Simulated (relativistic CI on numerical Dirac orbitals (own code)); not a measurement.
Crystal-field levels of Ru⁷⁺, 4d

Calculated by Dirac-Coulomb-Breit CI, separate exchange-only KLI orbitals for each configuration, a model potential for QED, valence Slater integrals scaled by 0.9, one configuration in a parametric crystal field (own radial code).

Field parameters in Wybourne normalisation: Oh B⁴₀ = 21Dq, B⁴₄ = √(5/14) B⁴₀. The field is a parameter set, without covalency.

S is read from ⟨S²⟩ = S(S + 1).

Levels (cm⁻¹, degeneracy): 0 (4), 2974 (2), 10222 (4).

Task: Which field gives this pattern?
A. Oh, 10Dq = 42600 cm⁻¹
B. Oh, 10Dq = 15350 cm⁻¹
C. Oh, 10Dq = 8500 cm⁻¹
D. Oh, 10Dq = 22150 cm⁻¹

Result: C. Oh, 10Dq = 8500 cm⁻¹, ground level with S = 0.50.
